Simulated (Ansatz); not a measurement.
GeCl3⁻ was relaxed with PBE0-D4 (def2-SVPD) in Ansatz in these states: charge -1 quintet, charge -1 singlet, charge -1 triplet. The geometries follow in no particular order.

A:

Cartesian coordinates in Å:
```
Ge -0.6730 -0.6890 -0.2229
Cl 2.0391 1.9582 0.6299
Cl -0.7880 -2.8796 -1.0119
Cl -0.5781 1.6105 0.6050
```

B:

```xyz
4

Ge    0.001   -0.003   -0.001
Cl   -0.986    1.770   -1.178
Cl   -1.325   -1.791    0.747
Cl    2.310    0.024    0.433
```

C:

```xyz
4

Ge    0.6927    0.0273   -0.5148
Cl    0.3350   -1.8312    0.8366
Cl   -1.4360    0.1474   -1.4422
Cl    0.4083    1.6565    1.1204
```

**Question.** Judge from the bond lengths which geometry belongs to which state (an estimate).

**Answer.** A is the charge -1 quintet (Ge1–Cl2 3.885 Å, Ge1–Cl4 2.446 Å, Ge1–Cl3 2.331 Å); B is the charge -1 triplet (Ge1–Cl2 2.346 Å, Ge1–Cl4 2.349 Å, Ge1–Cl3 2.349 Å); C is the charge -1 singlet (Ge1–Cl2 2.326 Å, Ge1–Cl4 2.326 Å, Ge1–Cl3 2.325 Å).

At PBE0-D4/def2-TZVPD a singlet lies 6.43 eV below the charge -1 quintet. At PBE0-D4/def2-TZVPD a singlet lies 2.43 eV below the charge -1 triplet. These are the stationary points nearest to one start from a short search; other shapes may lie lower in each state.
